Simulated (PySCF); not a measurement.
Radial density of Kr²⁺ (krypton, charge +2)

UHF, [Ar] 3d10 4s2 4p4, high-spin 3P determinant. All numbers are calculated (PySCF 2.14, scalar relativity through the core potential, in aug-cc-pVQZ-PP with ECP10MDF (7s6p5d3f2g, 89 functions)). This is the valence pseudo-density: the core potential removes the inner electrons and smooths the orbitals near the nucleus.

| r (bohr) | 4πr²ρ (e/bohr) | 4πr²(ρα − ρβ) |
| --- | --- | --- |
| 0.000578 | 6.468e-05 | 0.0000 |
| 0.000973 | 0.0001815 | 0.0000 |
| 0.00164 | 0.0005028 | 0.0000 |
| 0.00275 | 0.001351 | 0.0000 |
| 0.00463 | 0.003454 | 0.0000 |
| 0.00778 | 0.008352 | 0.0000 |
| 0.0131 | 0.01817 | 0.0000 |
| 0.0220 | 0.03420 | 0.0000 |
| 0.0370 | 0.05762 | 0.0000 |
| 0.0623 | 0.1626 | 0.0002 |
| 0.105 | 1.114 | 0.0012 |
| 0.176 | 6.766 | 0.0207 |
| 0.297 | 25.10 | 0.1984 |
| 0.499 | 34.87 | 0.1743 |
| 0.839 | 10.83 | 0.2278 |
| 1.41 | 5.018 | 1.4758 |
| 2.37 | 1.536 | 0.5724 |
| 3.99 | 0.04605 | 0.0166 |
| 6.72 | 4.101e-05 | 0.0000 |

Energies and moments cover only the electrons outside the core potential.
